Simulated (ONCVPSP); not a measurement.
## LDA (Perdew-Zunger) ONCV dataset for scandium, scalar-relativistic all-electron reference.

The input file (ONCVPSP 4.0.1):

```
# ATOM AND REFERENCE CONFIGURATION
# atsym  z   nc   nv     iexc    psfile
  Sc 21.00    3    3        3      upf
#
#   n    l    f
    1    0    2.00
    2    0    2.00
    2    1    6.00
    3    0    2.00
    3    1    6.00
    3    2    1.00
#
# PSEUDOPOTENTIAL AND OPTIMIZATION
# lmax
    2
#
#   l,   rc,      ep,       ncon, nbas, qcut
    0    1.25    0.00    4    7   11.30
    1    1.35    0.00    4    9   10.70
    2    1.50    0.00    3    8   10.90
#
# LOCAL POTENTIAL
# lloc, lpopt,  rc(5),   dvloc0
    4    5    1.15    0.00
#
# VANDERBILT-KLEINMAN-BYLANDER PROJECTORs
# l, nproj, debl
    0    2    0.90
    1    2    3.10
    2    2    1.30
#
# MODEL CORE CHARGE
# icmod, fcfact, rcfact
    0    0.00    0.00
#
# LOG DERIVATIVE ANALYSIS
# epsh1, epsh2, depsh
   -4.00    5.00    0.02
#
# OUTPUT GRID
# rlmax, drl
    6.00    0.01
#
# TEST CONFIGURATIONS
# ncnf
    4
# nvcnf
#   n    l    f
    4
    3    0    2.00
    3    1    6.00
    3    2    1.00
    4    0    2.00
#
    4
    3    0    2.00
    3    1    6.00
    3    2    1.00
    4    0    1.00
#
    3
    3    0    2.00
    3    1    6.00
    3    2    0.00
#
    4
    3    0    2.00
    3    1    6.00
    3    2    1.50
    4    0    1.50
#
```

Command:

```bash
oncvpsp.x < Sc.dat > Sc.out
```

The program printed (shortened: citation, most of the input echo, consistency checks and plot data are left out):

```
ONCVPSP  (Optimized Norm-Conservinng Vanderbilt PSeudopotential)
scalar-relativistic version 4.0.1

#   n    l    f        energy (Ha)
    1    0    2.00    -1.6173268E+02
    2    0    2.00    -1.7951836E+01
    2    1    6.00    -1.4831629E+01
    3    0    2.00    -2.5782343E+00
    3    1    6.00    -1.7994768E+00
    3    2    1.00    -6.6616502E-01

Reference configufation results
  iterations    19
  all-electron total energy (Ha)   -7.61581201D+02

Begin loop to  construct optimized pseudo wave functions
and semi-local pseudopoentials for all angular momenta

WARNING wellstate: negative energy specified for n= 4 l=  0
WARNING scattering state with energy  0.25000000
WARNING will be used for the first projector

   Wellstate for l =  0  n =  5
     eigenvalue =   0.2500
     asymptotic potential =   0.7500
     half-point radius =  4.1349

Calculating optimized projector #   1

 for l=   0

    Fraction of norm inside rc  0.707213
    Optimizing pswf for qcut=  11.28 a_B^-1,  ecut=  63.66 Ha
    Residual kinetic energy error=  6.84D-08 Ha

    Energy error per electron        Cutoff
         Ha          eV             Ha
         0.01000     0.27211       27.28
         0.00100     0.02721       36.20
         0.00010     0.00272       43.65
         0.00001     0.00027       50.09

Calculating optimized projector #   2

 for l=   0

    Fraction of norm inside rc  0.034695
    Optimizing pswf for qcut=  11.28 a_B^-1,  ecut=  63.66 Ha
    Residual kinetic energy error=  4.90D-09 Ha

    Energy error per electron        Cutoff
         Ha          eV             Ha
         0.01000     0.27211       19.72
         0.00100     0.02721       30.15
         0.00010     0.00272       38.82
         0.00001     0.00027       46.14

   Wellstate for l =  1  n =  5
     eigenvalue =   1.3005
     asymptotic potential =   1.8005
     half-point radius =  2.9599

Calculating optimized projector #   1

 for l=   1

    Fraction of norm inside rc  0.700594
    Optimizing pswf for qcut=  10.69 a_B^-1,  ecut=  57.11 Ha
    Residual kinetic energy error=  4.72D-08 Ha

    Energy error per electron        Cutoff
         Ha          eV             Ha
         0.01000     0.27211       12.69
         0.00100     0.02721       24.69
         0.00010     0.00272       37.52
         0.00001     0.00027       45.05

Calculating optimized projector #   2

 for l=   1

    Fraction of norm inside rc  0.047690
    Optimizing pswf for qcut=  10.69 a_B^-1,  ecut=  57.11 Ha
    Residual kinetic energy error=  7.82D-08 Ha

    Energy error per electron        Cutoff
         Ha          eV             Ha
         0.01000     0.27211       11.44
         0.00100     0.02721       16.27
         0.00010     0.00272       35.06
         0.00001     0.00027       44.45

   Wellstate for l =  2  n =  5
     eigenvalue =   0.6338
     asymptotic potential =   1.1338
     half-point radius =  4.8071

Calculating optimized projector #   1

 for l=   2

    Fraction of norm inside rc  0.553059
    Optimizing pswf for qcut=  10.90 a_B^-1,  ecut=  59.44 Ha
    Residual kinetic energy error=  8.46D-08 Ha

    Energy error per electron        Cutoff
         Ha          eV             Ha
         0.01000     0.27211       30.86
         0.00100     0.02721       39.00
         0.00010     0.00272       45.63
         0.00001     0.00027       50.80

Calculating optimized projector #   2

 for l=   2

    Fraction of norm inside rc  0.076581
    Optimizing pswf for qcut=  10.90 a_B^-1,  ecut=  59.44 Ha
    Residual kinetic energy error=  1.30D-07 Ha

    Energy error per electron        Cutoff
         Ha          eV             Ha
         0.01000     0.27211       28.58
         0.00100     0.02721       37.93
         0.00010     0.00272       45.45
         0.00001     0.00027       51.15

Construct Vanderbilt / Kleinmman-Bylander projectors

B matrix Hermiticity error, ll=   0
   1   2   -1.9818E-04

  Orthonormal projector coefficients  1.4425E+01  7.3219E-01

B matrix Hermiticity error, ll=   1
   1   2   -2.2548E-04

  Orthonormal projector coefficients  4.5264E+00  6.4443E-01

B matrix Hermiticity error, ll=   2
   1   2   -6.6656E-05

  Orthonormal projector coefficients -5.1138E+00 -1.1311E+00

Pseudoatom total energy  -45.706559

Diagnostic tests using Vanderbilt-Kleinman-Bylander pseudopotentials
  1 or more projectors used as specified by nproj input data

   l    rcore       rmatch      e in        delta e   norm test  slope test

   0   1.2510702   1.2890554  -2.5782343  -0.0000148   1.0001047   1.0001265
   0   1.2510702   1.2890554   0.2500000   0.0000138   1.0003089   1.0003089

   1   1.3522451   1.3933022  -1.7994768  -0.0000096   1.0000861   1.0001097
   1   1.3522451   1.3933022   1.3005232   0.0000321   1.0002838   1.0002838

   2   1.5059796   1.5517044  -0.6661650  -0.0000028   1.0000466   1.0000219
   2   1.5059796   1.5517044   0.6338350  -0.0000012   1.0001774   1.0001774

 Testing for bound ghosts
   n   l    E NL Schr. Eq   E Basis Diag.   E Cutoff

   1   0       -2.578249       -2.577974    120.21

   2   1       -1.799486       -1.798951    215.99

   3   2       -0.666168       -0.658970    151.62

 Testing for highly-localized positive-energy ghosts
       l    <radius>/rc     E Basis Diag.   E Cutoff

Test configuration 0

   n   l     f        eae           eps        diff
   1   0  2.0000 -161.73267627
   2   0  2.0000  -17.95183583
   2   1  6.0000  -14.83162891
   3   0  2.0000   -2.57823434   -2.57824910   -1.48D-05
   3   1  6.0000   -1.79947683   -1.79948646   -9.63D-06
   3   2  1.0000   -0.66616502   -0.66616786   -2.84D-06

    Total energies and differences
      AE_ref= -7.61581201D+02  AE_tst= -7.61581201D+02  dif=  0.00D+00
      PS_ref= -4.57065589D+01  PS_tst= -4.57065589D+01  dif=  6.39D-14
      PSP excitation error= -6.39D-14

Test configuration 1

   n   l     f        eae           eps        diff
   1   0  2.0000 -161.15208803
   2   0  2.0000  -17.38102968
   2   1  6.0000  -14.25998985
   3   0  2.0000   -2.01043077   -2.01042215    8.61D-06
   3   1  6.0000   -1.23334404   -1.23337200   -2.80D-05
   3   2  1.0000   -0.12586580   -0.12576033    1.05D-04
   4   0  2.0000   -0.15795704   -0.15796877   -1.17D-05

    Total energies and differences
      AE_ref= -7.61581201D+02  AE_tst= -7.62317225D+02  dif= -7.36D-01
      PS_ref= -4.57065589D+01  PS_tst= -4.64426362D+01  dif= -7.36D-01
      PSP excitation error=  5.38D-05

Test configuration 2

   n   l     f        eae           eps        diff
   1   0  2.0000 -161.41670599
   2   0  2.0000  -17.64162224
   2   1  6.0000  -14.52093261
   3   0  2.0000   -2.27069954   -2.27070391   -4.36D-06
   3   1  6.0000   -1.49326369   -1.49328194   -1.83D-05
   3   2  1.0000   -0.37589082   -0.37582887    6.19D-05
   4   0  1.0000   -0.36600463   -0.36601175   -7.13D-06

    Total energies and differences
      AE_ref= -7.61581201D+02  AE_tst= -7.62057511D+02  dif= -4.76D-01
      PS_ref= -4.57065589D+01  PS_tst= -4.61828965D+01  dif= -4.76D-01
      PSP excitation error=  2.82D-05

Test configuration 3

   n   l     f        eae           eps        diff
   1   0  2.0000 -162.35255804
   2   0  2.0000  -18.60571938
   2   1  6.0000  -15.48238701
   3   0  2.0000   -3.16745381   -3.16545340    2.00D-03
   3   1  6.0000   -2.37507845   -2.37375718    1.32D-03

    Total energies and differences
      AE_ref= -7.61581201D+02  AE_tst= -7.60659163D+02  dif=  9.22D-01
      PS_ref= -4.57065589D+01  PS_tst= -4.47856315D+01  dif=  9.21D-01
      PSP excitation error=  1.11D-03

Test configuration 4

   n   l     f        eae           eps        diff
   1   0  2.0000 -161.09019886
   2   0  2.0000  -17.30732095
   2   1  6.0000  -14.18742483
   3   0  2.0000   -1.94674795   -1.94679953   -5.16D-05
   3   1  6.0000   -1.17284324   -1.17280224    4.10D-05
   3   2  1.5000   -0.08276822   -0.08283412   -6.59D-05
   4   0  1.5000   -0.14421563   -0.14418995    2.57D-05

    Total energies and differences
      AE_ref= -7.61581201D+02  AE_tst= -7.62293372D+02  dif= -7.12D-01
      PS_ref= -4.57065589D+01  PS_tst= -4.64187627D+01  dif= -7.12D-01
      PSP excitation error=  3.31D-05
```

The run took about 2.6 s on one core of a shared server CPU.
